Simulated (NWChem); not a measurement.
System: SiH₂Cl₂; SMILES Cl[SiH2]Cl

Parts of the log:

```
             Northwest Computational Chemistry Package (NWChem) 7.3.0
             --------------------------------------------------------

                             Geometry "geometry" -> ""
                             -------------------------

 Output coordinates in angstroms (scale by  1.889725989 to convert to a.u.)

  No.       Tag          Charge          X              Y              Z
 ---- ---------------- ---------- -------------- -------------- --------------
    1 Si                  14.0000     0.00000000     0.00000000    -0.75726200
    2 Cl                  17.0000    -1.68395300     0.00000000     0.42202700
    3 Cl                  17.0000     1.68395300     0.00000000     0.42202700
    4 H                    1.0000     0.00000000     1.23302800    -1.58191300
    5 H                    1.0000     0.00000000    -1.23302800    -1.58191300

 Effective nuclear repulsion energy (a.u.)     190.5726719261

                                 NWChem DFT Module
                                 -----------------

 Summary of "ao basis" -> "ao basis" (spherical)
 ------------------------------------------------------------------------------
       Tag                 Description            Shells   Functions and Types
 ---------------- ------------------------------  ------  ---------------------
 Si                         def2-svp                 8       18   4s3p1d
 Cl                         def2-svp                 8       18   4s3p1d
 H                          def2-svp                 3        5   2s1p

            General Information
            -------------------
          SCF calculation type: DFT
          Wavefunction type:  closed shell.
          No. of atoms     :     5
          No. of electrons :    50
           Alpha electrons :    25
            Beta electrons :    25
          Charge           :     0
          Spin multiplicity:     1
          Use of symmetry is: off; symmetry adaption is: off
          Maximum number of iterations: 150
          AO basis - number of functions:    64
                     number of shells:    30
          Convergence on energy requested:  1.00D-06
          Convergence on density requested:  1.00D-05
          Convergence on gradient requested:  5.00D-04

              XC Information
              --------------
                         B3LYP Method XC Potential
                     Hartree-Fock (Exact) Exchange  0.200
                        Slater Exchange Functional  0.800 local
                    Becke 1988 Exchange Functional  0.720 non-local
              Lee-Yang-Parr Correlation Functional  0.810
                  VWN I RPA Correlation Functional  0.190 local

             Grid Information
             ----------------
          Grid used for XC integration:  medium
          Radial quadrature: Mura-Knowles
          Angular quadrature: Lebedev.
          Tag              B.-S. Rad. Rad. Pts. Rad. Cut. Ang. Pts.
          ---              ---------- --------- --------- ---------
          Si                  1.10       88           7.0       590
          Cl                  1.00       88           9.0       590
          H                   0.35       45           8.0       434
          Grid pruning is: on
          Number of quadrature shells:   354
          Spatial weights used:  Erf1

      Superposition of Atomic Density Guess
      -------------------------------------

 Sum of atomic energies:       -1208.38414075

      Non-variational initial energy
      ------------------------------

 Total energy =   -1209.035500
 1-e energy   =   -2051.399679
 2-e energy   =     651.791507
 HOMO         =      -0.368020
 LUMO         =       0.086058

     ---------------------------------------------
      Total Density - Mulliken Population Analysis
     ---------------------------------------------

    Atom       Charge   Shell Charges
 -----------   ------   -------------------------------------------------------
    1 Si  14    13.00   2.00  1.99  0.95  0.18  5.93  0.92  0.81  0.20
    2 Cl  17    17.41   2.00  1.99  1.22  0.72  5.94  2.16  3.36  0.01
    3 Cl  17    17.41   2.00  1.99  1.22  0.72  5.94  2.16  3.36  0.01
    4 H    1     1.09   0.70  0.38  0.01
    5 H    1     1.09   0.70  0.38  0.01

   convergence    iter        energy       DeltaE   RMS-Dens  Diis-err
 ---------------- ----- ----------------- --------- --------- ---------
 d= 0,ls=0.0,diis     1  -1210.8005355059 -1.40D+03  1.62D-02  4.18D-01
 d= 0,ls=0.0,diis     2  -1210.7965424519  3.99D-03  9.92D-03  3.36D-01
 d= 0,ls=0.0,diis     3  -1210.8468153818 -5.03D-02  2.12D-03  2.06D-02
 d= 0,ls=0.0,diis     4  -1210.8497690216 -2.95D-03  3.45D-04  4.04D-04
 d= 0,ls=0.0,diis     5  -1210.8498178548 -4.88D-05  4.73D-05  7.41D-06
  Resetting Diis
 d= 0,ls=0.0,diis     6  -1210.8498189386 -1.08D-06  7.86D-06  2.93D-07
 d= 0,ls=0.0,diis     7  -1210.8498189876 -4.90D-08  1.80D-06  8.53D-09

         Total DFT energy =    -1210.849818987624
      One electron energy =    -2052.473558176593
           Coulomb energy =      729.318188906022
    Exchange-Corr. energy =      -78.267121643140
 Nuclear repulsion energy =      190.572671926087

 Numeric. integr. density =       49.999993927225

                       DFT Final Molecular Orbital Analysis
                       ------------------------------------

 Vector   23  Occ=2.000000D+00  E=-3.361034D-01
              MO Center=  6.9D-08, -2.3D-09,  3.9D-01, r^2= 3.9D+00
   Bfn.  Coefficient  Atom+Function         Bfn.  Coefficient  Atom+Function
  ----- ------------  ---------------      ----- ------------  ---------------
    30      0.460278  2 Cl py                48     -0.460278  3 Cl py
    27      0.338833  2 Cl py                45     -0.338833  3 Cl py
    24      0.197335  2 Cl py                42     -0.197335  3 Cl py
    14     -0.067128  1 Si d -2

 Vector   24  Occ=2.000000D+00  E=-3.265971D-01
              MO Center= -2.4D-07,  1.7D-09,  3.6D-01, r^2= 4.0D+00
   Bfn.  Coefficient  Atom+Function         Bfn.  Coefficient  Atom+Function
  ----- ------------  ---------------      ----- ------------  ---------------
    29      0.347801  2 Cl px                47      0.347801  3 Cl px
    31      0.299687  2 Cl pz                49     -0.299687  3 Cl pz
    26      0.260461  2 Cl px                44      0.260461  3 Cl px
    28      0.229831  2 Cl pz                46     -0.229830  3 Cl pz
    23      0.150610  2 Cl px                41      0.150610  3 Cl px

 Vector   25  Occ=2.000000D+00  E=-3.181023D-01
              MO Center= -9.6D-08, -6.6D-09, -2.2D-01, r^2= 4.1D+00
   Bfn.  Coefficient  Atom+Function         Bfn.  Coefficient  Atom+Function
  ----- ------------  ---------------      ----- ------------  ---------------
    30      0.381108  2 Cl py                48      0.381108  3 Cl py
    27      0.286550  2 Cl py                45      0.286550  3 Cl py
    55     -0.224667  4 H  s                 60      0.224667  5 H  s
    56     -0.204127  4 H  s                 61      0.204127  5 H  s
    24      0.165501  2 Cl py                42      0.165501  3 Cl py

 Vector   26  Occ=0.000000D+00  E= 9.456336D-03
              MO Center=  4.6D-08,  4.8D-09, -2.8D-01, r^2= 3.4D+00
   Bfn.  Coefficient  Atom+Function         Bfn.  Coefficient  Atom+Function
  ----- ------------  ---------------      ----- ------------  ---------------
    13      0.906573  1 Si pz                 3      0.684159  1 Si s
    29     -0.498288  2 Cl px                47      0.498288  3 Cl px
    22     -0.357523  2 Cl s                 40     -0.357523  3 Cl s
    10      0.297163  1 Si pz                 2      0.284218  1 Si s
     4      0.228487  1 Si s                 26     -0.203356  2 Cl px

 Vector   27  Occ=0.000000D+00  E= 1.106276D-02
              MO Center= -4.0D-08,  1.5D-09, -9.6D-01, r^2= 3.4D+00
   Bfn.  Coefficient  Atom+Function         Bfn.  Coefficient  Atom+Function
  ----- ------------  ---------------      ----- ------------  ---------------
    11      1.183634  1 Si px                22      0.468103  2 Cl s
    40     -0.468103  3 Cl s                 31     -0.386997  2 Cl pz
    49      0.386997  3 Cl pz                 8      0.317185  1 Si px
    29      0.217849  2 Cl px                47      0.217849  3 Cl px
     5     -0.168460  1 Si px                28     -0.147527  2 Cl pz

[...]

                     NWChem Electrostatic Potential Fit Module
                     -----------------------------------------

 Atom parameters

 Number of atoms is                                    5
 Number of basis functions is                         64

 Grid parameters

 Maximum number of grid points is                  29218
 Number of grid points is                          29217
 Grid range                                     0.300000 nm
 Grid spacing                                   0.020000 nm
 Probe radius                                   0.070000 nm
 Atom radius factor                             1.000000

 Atomic radii

    1    0.100000
   14    0.187000
   17    0.169000
 FASTESP  F
  using M.O. file = ./job.movecs

    Atom              Coordinates                           Charge

                                                  ESP

    1 Si    0.000000    0.000000   -0.075726    0.479308
    2 Cl   -0.168395    0.000000    0.042203   -0.174007
    3 Cl    0.168395    0.000000    0.042203   -0.174481
    4 H     0.000000    0.123303   -0.158191   -0.065755
    5 H     0.000000   -0.123303   -0.158191   -0.065066
                                            ------------
                                                0.000000

 Dipole moment                                  0.572755

 Quadrupole moment Qxx                         -4.983626
                   Qyy                          3.472431
                   Qzz                          1.511195

 RMS deviation kJ/mol                           0.070125

 RRMS %                                        40.655313
```

Level: B3LYP/def2-SVP. Geometry: optimised at PBE0/def2-SVP.

**Question.** Write an input that gives this output.

**Answer.** One answer among several that fit: the input that was run:
```
start job
memory heap 200 mb stack 900 mb global 1100 mb
geometry units angstroms noautosym nocenter noautoz
  Si     0.000000     0.000000    -0.757262
  Cl    -1.683953     0.000000     0.422027
  Cl     1.683953     0.000000     0.422027
  H      0.000000     1.233028    -1.581913
  H      0.000000    -1.233028    -1.581913
end
basis spherical
  * library def2-svp
end
dft
  xc b3lyp
  iterations 150
  mulliken
end
task dft energy
esp
  recalculate
  probe 0.07
  range 0.3
  factor 1.0
  spacing 0.02
end
task esp
```
